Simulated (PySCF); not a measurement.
ClH₃MoO₃S, multiplicity 1. Atoms are numbered in the order given.

```xyz
9

Mo    -0.2088    -0.2095     0.0000
S      1.6202    -1.2522     0.0000
Cl     0.2967     2.1878     0.0000
O     -0.4664     0.2251    -1.8021
H     -0.3564     1.1384    -2.1128
O     -1.5705    -1.4751     0.0000
H     -1.4552    -2.4367     0.0000
O     -0.4664     0.2251     1.8021
H     -0.3564     1.1384     2.1128
```

The structure is a stationary point at r2SCAN-D4/def2-SVP. A frequency run showed that this geometry is not a minimum. The spin state was assumed, not searched. The def2 effective core potentials stand for the cores of Mo; spin–orbit coupling is left out. Other conformers were not sampled.

The numbers are results of PBE/def2-TZVP (PySCF), not measurements.

Symmetry labels are those of the subgroup Cs that the program uses (full group Cs).

Computed valence orbital energies around the gap with their symmetry:
```json
[
 {"orbital": "HOMO−7", "symmetry": "A'", "energy (eV)": "-9.16"},
 {"orbital": "HOMO−6", "symmetry": "A\"", "energy (eV)": "-8.49"},
 {"orbital": "HOMO−5", "symmetry": "A'", "energy (eV)": "-8.47"},
 {"orbital": "HOMO−4", "symmetry": "A'", "energy (eV)": "-7.97"},
 {"orbital": "HOMO−3", "symmetry": "A'", "energy (eV)": "-7.88"},
 {"orbital": "HOMO−2", "symmetry": "A'", "energy (eV)": "-7.13"},
 {"orbital": "HOMO−1", "symmetry": "A\"", "energy (eV)": "-7.12"},
 {"orbital": "HOMO", "symmetry": "A\"", "energy (eV)": "-6.83"},
 {"orbital": "LUMO", "symmetry": "A'", "energy (eV)": "-4.19"},
 {"orbital": "LUMO+1", "symmetry": "A\"", "energy (eV)": "-4.14"},
 {"orbital": "LUMO+2", "symmetry": "A\"", "energy (eV)": "-3.32"},
 {"orbital": "LUMO+3", "symmetry": "A'", "energy (eV)": "-2.52"}
]
```
